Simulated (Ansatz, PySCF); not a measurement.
C₂H₄F₂OSi, SMILES [Si@H](CF)(C=O)F.

Geometry: B3LYP-D3(BJ)/def2-SVP. The structure was generated by enumeration; whether it is a known compound was not checked. One conformer was computed; it need not be the lowest.

Vertical ionisation energy (IE) and electron affinity (EA) in eV. Rows of orbital energies are one-electron estimates. Where ΔSCF, EOM or ADC give a negative EA the extra electron is unbound and the value depends on the basis.

| level | IE | EA |
|---|---|---|
| −ε(HOMO), −ε(LUMO), B3LYP/def2-TZVP (PySCF) | 7.32 | 2.47 |
| −ε(HOMO), −ε(LUMO), PBE/def2-TZVP (PySCF) | 5.99 | 3.31 |
| ΔSCF, PBE0/def2-SVPD (Ansatz), final states of multiplicity 2 and 2 | 9.93 | 0.22 |
| ΔSCF, PBE/def2-SVPD (Ansatz), final states of multiplicity 2 and 2 | 9.50 | 0.22 |

**Question.** What vertical singlet–triplet gap does ΔSCF give with PBE0/def2-SVPD (Ansatz, a quantum-chemistry and plane-wave program) and with PBE/def2-SVPD (Ansatz)? (An estimate is asked for; the answer gives what the named calculation found.)

**Answer.** 2.37 and 2.36 eV (triplet above singlet where positive).
